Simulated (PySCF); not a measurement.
**C5H12Si**

The system: C5H12Si, a small molecule; neutral, singlet. The structure, one conformer, was relaxed in the gas phase by PBE0-D3(BJ)/def2-SVP. No frequency run checks that it is a minimum.

SMILES: C=C[Si](C)(C)C

```
atom   x (Å)   y (Å)   z (Å)
  C1   0.121   1.791  -1.008
 Si2  -0.014   0.057  -0.284
  C3   1.703  -0.633   0.057
  C4  -0.921  -1.055  -1.504
  C5  -0.994   0.138   1.316
  C6  -0.537  -0.248   2.513
  H7  -0.876   2.216  -1.204
  H8   0.674   1.778  -1.961
  H9   0.647   2.469  -0.318
 H10   2.264   0.011   0.752
 H11   1.654  -1.644   0.490
 H12   2.281  -0.699  -0.879
 H13  -0.387  -1.099  -2.467
 H14  -1.940  -0.686  -1.702
 H15  -1.003  -2.082  -1.115
 H16  -2.021   0.531   1.271
 H17   0.475  -0.649   2.647
 H18  -1.146  -0.183   3.422
```

Shieldings: GIAO PBE0/pcSseg-1. Shifts are against computed references at the same level: C TMS (σ 184.4 ppm), H TMS (σ 31.27 ppm), Si TMS (σ 352.0 ppm). Core levels by delta-SCF with SCAN, pcX-2 on the ionised atom and pcseg-1 elsewhere, spin-free X2C (2p3/2 is the spin-free 2p value less a third of a first-order spin-orbit splitting); from the vacuum level, for chosen atoms.

(1) Give the NMR and core-level values of the distinct atoms.

(2) Which of C1, C3, C5, C6 holds its core electrons tightest, and by how much against the loosest?

(3) By CAM-B3LYP/def2-SVPD (TDDFT singlets, Tamm-Dancoff triplets, ionisation by delta-SCF), where does absorption start, and what does vertical ionisation take?

## Answers

(1) 
| atoms | bonded to | σ (ppm) | δ (ppm) | core level (eV) |
| --- | --- | --- | --- | --- |
| C1 C4 | 1 Si + 3 H | 184.7 | -0.3 | 1s 289.78 |
| Si2 | 4 C | 358.2 | -6.2 | 2p3/2 105.77 |
| C3 | 1 Si + 3 H | 188.5 | -4.1 | 1s 289.87 |
| C5 | 1 C + 1 Si + 1 H | 35.2 | 149.2 | 1s 289.73 |
| C6 | 1 C + 2 H | 43.9 | 140.5 | 1s 290.14 |
| H7 H8 H9 | 1 C | 31.20 | 0.07 | - |
| H10 H11 H12 | 1 C | 31.15 | 0.11 | - |
| H13 H14 H15 | 1 C | 31.20 | 0.07 | - |
| H16 | 1 C | 24.88 | 6.39 | - |
| H17 | 1 C | 25.33 | 5.94 | - |
| H18 | 1 C | 25.09 | 6.18 | - |

Values are those of this one static structure, with the three H of a rotating XH3 group averaged; atoms that internal rotation interchanges would show their mean in an NMR spectrum.

The core-hole states of C5, C6 are spin-contaminated (⟨S²⟩ 0.82, 0.79 against 0.75 for a pure doublet), so those values and differences from them are less sure.

(2) C6 (bonded to 1 C + 2 H), by 0.41 eV over C5 (bonded to 1 C + 1 Si + 1 H).

(3) The lowest singlet lies at 6.59 eV (f 0.004), the strongest of the first 6 at 7.15 eV (f 0.451), the lowest triplet at 4.24 eV; vertical ionisation takes 9.69 eV.
